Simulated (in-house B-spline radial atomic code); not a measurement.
Ionisation energies with and without relativity, with size and susceptibility from the Dirac run. Dirac energy differences include first-order Breit, QED and recoil terms. NIST's values go from ground level to ground level; the uncertainty of those that are theory runs from under 0.1 % in few-electron ions to several per cent in heavy many-electron ones. Computed with a B-spline radial code for spherical atoms: non-relativistic Hartree-Fock and Dirac-Hartree-Fock, averages of the configuration (point nuclei without relativity, finite nuclei with it).

```tsv
ion	configuration	configuration after	ionisation non-relativistic (eV)	ionisation Dirac Breit and QED (eV)	tabulated value (eV)	tabulated kind	radius at density 0.001 (bohr)	diamagnetic susceptibility (10⁻⁶ cm³/mol)
C+	[He] 2s2 2p1	[He] 2s2	24.047	24.042	24.38314	measured	3.163	-6.3784
Ni+	[Ar] 3d9	[Ar] 3d8	16.784	16.612	18.16884	measured	3.226	-15.169
Sn+	[Kr] 4d10 5s2 5p1	[Kr] 4d10 5s2	?	?	?	measured	?	?
Te+	[Kr] 4d10 5s2 5p3	[Kr] 4d10 5s2 5p2	?	?	?	measured	?	?
Yb+	[Xe] 4f14 6s1	[Xe] 4f14	10.518	11.269	12.17919	measured	4.396	-40.838
```

Fill in the row of Sn+.

ionisation non-relativistic (eV): 13.627; ionisation Dirac Breit and QED (eV): 13.645; tabulated value (eV): 14.63307; radius at density 0.001 (bohr): 4.279; diamagnetic susceptibility (10⁻⁶ cm³/mol): -36.374.

Fill in the row of Te+.

ionisation non-relativistic (eV): 17.148; ionisation Dirac Breit and QED (eV): 17.187; tabulated value (eV): 18.6; radius at density 0.001 (bohr): 4.282; diamagnetic susceptibility (10⁻⁶ cm³/mol): -39.644.
